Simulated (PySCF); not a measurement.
Simulated C 1s region for `COC(=O)COC(C)=O`, binding energy against the vacuum level.

Every computed line was given a Gaussian of 1.0 eV full width at half maximum and an area set by the number of equivalent atoms; the highest printed point is 100. Computed, not measured: delta-SCF UKS SCAN, pcX-2 on the ionised atom, pcseg-1 elsewhere, spin-free X2C in PySCF 2.14.0.

binding energy (eV), intensity and a bar:
```
    289.8          0 
    290.0          1 
    290.2          2 #
    290.4          6 ##
    290.6         14 ####
    290.8         27 ########
    291.0         41 ############
    291.2         50 ###############
    291.4         49 ###############
    291.6         40 ############
    291.8         30 #########
    292.0         28 ########
    292.2         39 ############
    292.4         63 ###################
    292.6         88 ##########################
    292.8        100 ##############################
    293.0         92 ############################
    293.2         68 ####################
    293.4         42 ############
    293.6         24 #######
    293.8         20 ######
    294.0         32 ##########
    294.2         56 #################
    294.4         83 #########################
    294.6         99 ##############################
    294.8         95 #############################
    295.0         73 ######################
    295.2         45 ##############
    295.4         22 #######
    295.6          9 ###
    295.8          3 #
    296.0          1 
    296.2          0
```

Task: How many maxima does the curve show, and how many computed lines lie under it?

Result: The curve has 3 maxima (at 291.3, 292.8 and 294.7 eV). Under it lie 5 lines from 5 inequivalent carbon sites. At this width some lines have no maximum of their own.

Task: Decompose the envelope and assign each component. Numbering: `[CH3:1][O:2][C:3](=[O:4])[CH2:5][O:6][C:7]([CH3:8])=[O:9]`.

Result: 
```json
{"position (eV)": "291.28", "relative area": "1", "line": "C 1s", "atoms": "C8", "environment": "methyl carbon next to a carbonyl"}
{"position (eV)": "292.77", "relative area": "1", "line": "C 1s", "atoms": "C1", "environment": "methoxy carbon"}
{"position (eV)": "292.87", "relative area": "1", "line": "C 1s", "atoms": "C5", "environment": "sp3 carbon bound to oxygen"}
{"position (eV)": "294.62", "relative area": "1", "line": "C 1s", "atoms": "C7", "environment": "ester carbonyl carbon"}
{"position (eV)": "294.70", "relative area": "1", "line": "C 1s", "atoms": "C3", "environment": "ester carbonyl carbon"}
```

The listed C 1s values span 3.42 eV, from C8 (bonded to C and 3 H) to C3 (bonded to O (double bond), O and C). The widest gap between neighbouring values is 1.75 eV, between 292.87 and 294.62 eV.

No satellites, vibrations or lifetime broadening are included. The structure is a single PBE0-D3(BJ)/def2-SVP conformer in the gas phase; no vibrational or solvent corrections.

Hardware: x86-64 server, one thread (shared host). Cost: 2.4 min.

The values belong to the conformer `[CH3:1][O:2][C:3](=[O:4])[CH2:5][O:6][C:7]([CH3:8])=[O:9]`: C1–O2–C3–O4 1°, O2–C3–C5–O6 177°, C3–C5–O6–C7 -73°, C5–O6–C7–C8 173°.
